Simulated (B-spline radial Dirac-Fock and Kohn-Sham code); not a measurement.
# 2s emission of S²⁻

System: S²⁻, configuration [Ne] 3s2 3p6, inside a Watson sphere of charge +2 and radius 1.564 Å (a model of the Madelung potential; inside it an electron's potential energy is lowered by 18.4 eV).

Input file task.json (cfg lists n, l and occupation; rrms is the nuclear radius in fm):

```json
{"items": [{
  "Z": 16,
  "q": -2,
  "cfg": [[1, 0, 2], [2, 0, 2], [2, 1, 6], [3, 0, 2], [3, 1, 6]],
  "A": 32,
  "rrms": 3.2611,
  "watson": [2, 1.564],
  "do": ["binding", "quiet", "decay"],
  "holes": ["K", "L1", "L2", "L3", "M1", "M2", "M3"]
}]}
```

Command: `python xray_run.py task.json out`

The computed values come from a radial finite-basis atomic code: independent-particle rates on relativistic LDA orbitals of the hole state (multipoles up to L = 3, Coulomb Auger matrix elements, transition energies from Dirac-Fock).

| line | multipole | energy (eV) | width (meV) | share (%) |
| --- | --- | --- | --- | --- |
| L1-L2 | E1 | 64.51 | 0.0122 | 9.13 |
| L1-L3 | E1 | 65.71 | 0.0259 | 19.4 |
| Lβ4 (L1-M2) | E1 | 223.2 | 0.0326 | 24.4 |
| Lβ3 (L1-M3) | E1 | 223.3 | 0.0629 | 47.1 |

The listed lines hold 100.0 % of the radiative rate. The radiative width is 0.000134 eV in the length form and 0.000118 eV in the velocity form; the two differ because the transition energies are not eigenvalue differences of the potential that gave the orbitals.
